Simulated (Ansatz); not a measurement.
Stepwise reaction of `N[SiH](Cl)Cl` with hydrogen fluoride, as a gas-phase model of exchange steps in deposition or etching. ΔE in kJ/mol; ΔG adds harmonic PBE0-D4 terms to CCSD(T)/CBS, at 1 bar.

Gas-phase electronic energies from Ansatz, PBE0-D4/def2-TZVP geometries. CCSD(T)/CBS is the MP2 limit (def2-TZVPP, def2-QZVPP) plus CCSD(T) − MP2 in def2-TZVPP, frozen cores. This one scheme is used for every species. DFT in def2-TZVPP. B3LYP here is the variant with VWN-RPA as its local correlation; programs differ in this. Each species was taken in one conformer, which may not be the lowest.

```json
{"step": "2", "reaction": "`N[SiH](F)Cl` + H–F → `N[SiH](F)F` + HCl", "PBE-D4": "-41.6", "B3LYP-D4": "-51.9", "ωB97M-V": "-49.9", "CCSD(T)/CBS": "-48.8", "ΔG(400 K)": "-54.4"}
```

Task: Give the row of step 1, `N[SiH](Cl)Cl` + H–F → `N[SiH](F)Cl` + HCl. (An estimate is asked.)

Result: Ansatz gave: 
```csv
step,reaction,PBE-D4,B3LYP-D4,ωB97M-V,CCSD(T)/CBS,ΔG(400 K)
1,`N[SiH](Cl)Cl` + H–F → `N[SiH](F)Cl` + HCl,-41.5,-51.6,-50.7,-47.6,-52.6
```

Task: By hand: ΔE of the 2 steps together at CCSD(T)/CBS.

Result: (-47.6) + (-48.8) = -96.4 kJ/mol, or -48.2 kJ/mol a step.

In ΔE the steps differ by no more than 1.2 kJ/mol. All are downhill at CCSD(T)/CBS. ΔG lies between -54.4 and -52.6 kJ/mol a step. PBE-D4 differs from CCSD(T)/CBS by 6.1 to 7.2 kJ/mol a step. Isolated molecules leave out the surface, adducts and barriers. Largest T1 diagnostic: 0.011.
